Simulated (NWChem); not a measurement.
Species: AlI2 cation; SMILES [I][Al+][I]

```xyz
3

Al     0.0000     0.0000     0.0000
I      0.0000     0.0000     2.3613
I      0.0000     0.0000    -2.3613
```
Atoms are numbered in this order, from 1.

Level: PBE0/def2-SVP with def2 effective core potentials on I (NWChem), optimised geometry, unscaled harmonic frequencies. def2 effective core potentials on I; no spin-orbit coupling.

```tsv
frequency (cm⁻¹)	IR intensity (km/mol)
95	19.8
95	19.8
182	0.0
585	152.4
```

```json
{
 "zero_point_energy": "1.4 kcal/mol",
 "thermal correction to the enthalpy at 298.15 K (with zero-point energy)": "4.8 kcal/mol",
 "heat capacity Cv": "11.8 cal/(mol K)",
 "entropy at 298.15 K and 1 atm (symmetry number 2)": "72.7 cal/(mol K)"
}
```

Rigid rotor and harmonic oscillator; modes under 100 cm⁻¹ make the entropy uncertain.
